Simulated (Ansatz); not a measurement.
Geometry optimisation, Ansatz 0.2.0, RKS PBE-D4/def2-SVP.

The input (input.yaml):

```yaml
crystal:
  periodic: [false, false, false]
  atoms:
    - { symbol: B, position_ang: [-0.8059, 2.1479, 1.3589] }
    - { symbol: O, position_ang: [0.0082, 1.1137, 0.8403] }
    - { symbol: C, position_ang: [-0.8295, 0.016, 0.493] }
    - { symbol: Sn, position_ang: [0.5352, -1.5409, -0.2421] }
    - { symbol: B, position_ang: [1.5505, -0.8246, -2.0428] }
    - { symbol: H, position_ang: [-1.2946, 3.0133, 0.6009] }
    - { symbol: H, position_ang: [-1.0617, 2.2721, 2.5066] }
    - { symbol: H, position_ang: [-1.2915, -0.3721, 1.3922] }
    - { symbol: H, position_ang: [-1.516, 0.2832, -0.2614] }
    - { symbol: H, position_ang: [-0.5208, -2.9301, -0.6527] }
    - { symbol: H, position_ang: [1.601, -2.0125, 1.019] }
    - { symbol: H, position_ang: [0.9652, -0.4385, -2.9539] }
    - { symbol: H, position_ang: [2.6802, -0.7623, -2.043] }
basis:
  gaussian: { orbitals: def2-SVP }
hamiltonian:
  xc: pbe
  dispersion: d4
relax:
  f_tol: 0.015
  max_steps: 40
output:
  orbitals: {}
```

Run as:

```bash
$ ansatz run input.yaml --threads 2 --pin off --max-ram 3072MiB --backend cpu --events-out ev --progress --plain --runs-dir out
```

Question: Where does it end, and by what steps?

Answer: The forces met the threshold. After 39 steps the energy has fallen by 1.200 eV; H6 moved furthest, 1.33 Å.

```
step  energy less start (eV)  largest force component (eV/Å)  accepted
   0                  0.0000                           2.327       yes
   2                 -0.3683                           0.485       yes
   4                 -0.4238                           0.272       yes
   6                 -0.6185                           0.663       yes
   8                 -1.0098                           1.007       yes
  10                 -1.1454                           0.609       yes
  12                 -1.1749                           0.131       yes
  14                 -1.1803                           0.061       yes
  16                 -1.1845                           0.261        no
  18                 -1.1880                           0.245       yes
  20                 -1.1916                           0.171        no
  22                 -1.1940                           0.051       yes
  24                 -1.1968                           0.044       yes
  26                 -1.1974                           0.042       yes
  28                 -1.1984                           0.055       yes
  30                 -1.1990                           0.055       yes
  32                 -1.1992                           0.033       yes
  34                 -1.1993                           0.024       yes
  36                 -1.1994                           0.019       yes
  38                 -1.1995                           0.021       yes
  39                 -1.1995                           0.015       yes
```

```xyz
13
Properties=species:S:1:pos:R:3
B -0.539 2.079 1.354
O -0.636 1.283 0.265
C -1.119 -0.056 0.320
Sn 0.529 -1.470 -0.146
B 1.464 -0.733 -2.060
H -0.100 3.197 1.165
H -0.886 1.665 2.452
H -1.545 -0.294 1.319
H -1.906 -0.180 -0.452
H -0.209 -3.035 -0.274
H 1.565 -1.466 1.242
H 0.887 -0.901 -3.115
H 2.515 -0.124 -2.056
```

Whether the end is a true minimum wasn't checked by a vibrational analysis.

Time of the run: 2.1 min on 2 threads of Arm Neoverse V1, on a shared host, peak memory 0.16 GiB.
